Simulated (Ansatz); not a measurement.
Calculated with Ansatz (gas phase, PBE0-D4/def2-TZVP geometries, no zero-point term in ΔE). CBS: MP2 limit from def2 TZ/QZ plus the TZ coupled-cluster correction, frozen cores. DFT in def2-TZVPP. B3LYP here is the variant with VWN-RPA as its local correlation; programs differ in this. For Zn outer-core shells are correlated without core-valence functions, which leaves a few kJ/mol of doubt a bond. Scalar relativity is left out up to krypton. Each species was taken in one conformer, which may not be the lowest.

Consider the redistribution: `C[BH][ZnH]` + `O[SiH2]N[SiH3]` → `O[SiH2][BH][ZnH]` + `CN[SiH3]`.

```json
{"level": "PBE-D4", "ΔE (kJ/mol)": "155.1", "difference from CCSD(T)/CBS": "-14.1"}
{"level": "r2SCAN-D4", "ΔE (kJ/mol)": "168.8", "difference from CCSD(T)/CBS": "-0.4"}
{"level": "PBE0-D4", "ΔE (kJ/mol)": "159.5", "difference from CCSD(T)/CBS": "-9.7"}
{"level": "B3LYP-D4", "ΔE (kJ/mol)": "165.2", "difference from CCSD(T)/CBS": "-4.0"}
{"level": "ωB97X-V", "ΔE (kJ/mol)": "162.7", "difference from CCSD(T)/CBS": "-6.5"}
{"level": "ωB97M-V", "ΔE (kJ/mol)": "172.0", "difference from CCSD(T)/CBS": "2.8"}
{"level": "B2PLYP", "ΔE (kJ/mol)": "169.9", "difference from CCSD(T)/CBS": "0.7"}
{"level": "PBE", "ΔE (kJ/mol)": "154.4", "difference from CCSD(T)/CBS": "-14.8"}
{"level": "r2SCAN", "ΔE (kJ/mol)": "168.6", "difference from CCSD(T)/CBS": "-0.6"}
{"level": "PBE0", "ΔE (kJ/mol)": "158.9", "difference from CCSD(T)/CBS": "-10.3"}
{"level": "B3LYP", "ΔE (kJ/mol)": "164.2", "difference from CCSD(T)/CBS": "-5.0"}
{"level": "HF/def2-TZVPP", "ΔE (kJ/mol)": "167.6", "difference from CCSD(T)/CBS": "-1.6"}
{"level": "MP2/def2-TZVPP", "ΔE (kJ/mol)": "178.1", "difference from CCSD(T)/CBS": "8.9"}
{"level": "SCS-MP2/def2-TZVPP", "ΔE (kJ/mol)": "172.8", "difference from CCSD(T)/CBS": "3.6"}
{"level": "CCSD/def2-TZVPP", "ΔE (kJ/mol)": "166.3", "difference from CCSD(T)/CBS": "-2.9"}
{"level": "CCSD(T)/def2-TZVPP", "ΔE (kJ/mol)": "166.6", "difference from CCSD(T)/CBS": "-2.6"}
{"level": "HF/def2-QZVPP", "ΔE (kJ/mol)": "168.8", "difference from CCSD(T)/CBS": "-0.4"}
{"level": "MP2/def2-QZVPP", "ΔE (kJ/mol)": "180.0", "difference from CCSD(T)/CBS": "10.8"}
{"level": "SCS-MP2/def2-QZVPP", "ΔE (kJ/mol)": "174.8", "difference from CCSD(T)/CBS": "5.6"}
{"level": "HF/CBS(def2)", "ΔE (kJ/mol)": "169.0", "difference from CCSD(T)/CBS": "-0.2"}
{"level": "MP2/CBS(def2)", "ΔE (kJ/mol)": "180.7", "difference from CCSD(T)/CBS": "11.5"}
{"level": "CCSD/CBS(def2)", "ΔE (kJ/mol)": "168.9", "difference from CCSD(T)/CBS": "-0.3"}
{"level": "CCSD(T)/CBS", "ΔE (kJ/mol)": "169.2", "difference from CCSD(T)/CBS": "0"}
```

Largest T1 diagnostic among the species: 0.014.

From PBE to PBE0 (25 % exact exchange), in def2-TZVPP and without D4, ΔE moves by +4.4 kJ/mol.
